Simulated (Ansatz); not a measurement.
Reaction (formal loss of a carbene): `CB(O[SiH3])O[SiH3]` → `[SiH3]OBO[SiH3]` + `[CH2]` (triplet)

Program: Ansatz. Geometries: PBE0-D4/def2-TZVP. ΔE: electronic, gas phase. CCSD(T)/CBS adds triple-zeta CCSD(T) − MP2 to the extrapolated MP2 energy (def2 sets, frozen cores). This one scheme is used for every species. DFT in def2-TZVPP. B3LYP here is the variant with VWN-RPA as its local correlation; programs differ in this. Triplets are unrestricted, without spin–orbit coupling. Each species was taken in one conformer, which may not be the lowest.

| level | ΔE (kcal/mol) | difference from CCSD(T)/CBS |
| --- | --- | --- |
| PBE-D4 | 115.3 | 2.0 |
| r2SCAN-D4 | 109.0 | -4.3 |
| PBE0-D4 | 113.6 | 0.3 |
| B3LYP-D4 | 112.2 | -1.1 |
| ωB97M-V | 114.4 | 1.1 |
| PBE | 113.1 | -0.2 |
| PBE0 | 111.6 | -1.7 |
| B3LYP | 108.7 | -4.6 |
| HF/def2-TZVPP | 77.1 | -36.2 |
| MP2/def2-TZVPP | 113.2 | -0.1 |
| SCS-MP2/def2-TZVPP | 112.6 | -0.7 |
| HF/def2-QZVPP | 77.1 | -36.2 |
| MP2/def2-QZVPP | 114.9 | 1.6 |
| SCS-MP2/def2-QZVPP | 114.7 | 1.4 |
| HF/CBS(def2) | 77.1 | -36.2 |
| MP2/CBS(def2) | 116.2 | 2.9 |
| CCSD(T)/CBS | 113.3 | 0 |

Largest T1 diagnostic among the species: 0.013.

In def2-TZVPP, CCSD(T) changes the Hartree–Fock value by +33.1 kcal/mol (the triples alone add +2.6 kcal/mol) and MP2 by +36.0 kcal/mol. From PBE to PBE0 (25 % exact exchange), in def2-TZVPP and without D4, ΔE moves by −1.5 kcal/mol. The D4 term adds +3.6 kcal/mol with B3LYP and +2.0 kcal/mol with PBE0; it sums over pairs of atoms, weighted by their polarisabilities, and B3LYP, whose exchange is more repulsive, gets the larger term.
